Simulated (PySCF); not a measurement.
# Dipole response of Cr⁺ (chromium, charge +1)

[Ar] 3d4 4s1, high-spin 6D determinant (an excited configuration). Calculation: PySCF 2.14, in def2-TZVPPD; the non-relativistic Hamiltonian (point nucleus). Coupled (time-dependent) response in atomic units; α is the mean over directions.

```csv
method,mean α (bohr³),"α xx, yy, zz",C₆ (like pair),S(−4)
wB97X-V,40.56,"41.15, 41.15, 39.38",228.3,1492
wB97M-V,43.40,"44.08, 44.08, 42.03",248.0,1756
```

S(−4) is the Cauchy moment in α(ω) = α(0) + S(−4) ω² + …

α(iu) at wB97M-V:

| u (hartree) | α(iu) (bohr³) |
| --- | --- |
| 0 | 43.40 |
| 0.0500 | 39.45 |
| 0.100 | 31.27 |
| 0.200 | 18.03 |
| 0.300 | 11.37 |
| 0.500 | 6.084 |
| 0.750 | 3.819 |
| 1.00 | 2.819 |
| 1.50 | 1.852 |
| 2.00 | 1.338 |
| 3.00 | 0.7873 |
| 5.00 | 0.3583 |

A single London oscillator, α(iu) = α/(1 + u²/ω²), gives C₆ = (3/4) ω α². Matching the computed C₆ needs ω = 4 × 248.0 / (3 × 43.40²) = 0.176 hartree.

For an ion, C₆ is the dispersion term alone; charge-induced terms of lower order in 1/R come first.

The components differ because the open shell of this determinant is not spherical; for a pure term their mean is the scalar polarisability.
